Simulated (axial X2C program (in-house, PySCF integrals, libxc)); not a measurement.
## Which molecule gave these maps?

PBE0 fields computed with an in-house all-electron X2C program for linear molecules (integrals from PySCF), two-component, near the equilibrium distance, one atom at z = 0.

The maps cover the half plane through the axis: z from -2.4 to 4.5 Å along the bond, ρ from 0.15 to 2.25 Å away from it (steps of 0.3 Å, the bottom row nearest the axis).

log10 of the density in e/bohr³:

digits 0 to 9 span -3.69 to 1.88 evenly
```
000011111111111111111000
001111222221111111111100
011122223222222222221110
011223333333322222222111
112233444443333333322211
112234555554433333332221
112334567655444443333221
122345689865445764333221
```

Electron localisation function (collinear form, no current term, damped to 0 at low density):

digits 0 to 9 span 0.00 to 1.00 evenly
```
001112221110000136776531
012222222211001368999863
122333333322122579999986
233333333333334689999998
333333333333445689999999
333223455543563139999999
332223564654550002999999
332223633364531990999999
```

Which molecule is it?
A. LiO
B. BeAu⁻
C. IF⁻
D. CoS

B. BeAu⁻, with Au at z = 0 and Be at z = 2.167 Å, state Ω = 0 (closed shell), basis Au dyall-acv3z [14s15p10d6f4g], Be dyall-av3z [9s9p4d2f] (cores contracted in-house). The state is a single determinant with fixed occupations, the lowest that a limited PBE0 search found. The highest occupied level of some functionals is positive through self-interaction error; at Hartree–Fock it is bound.
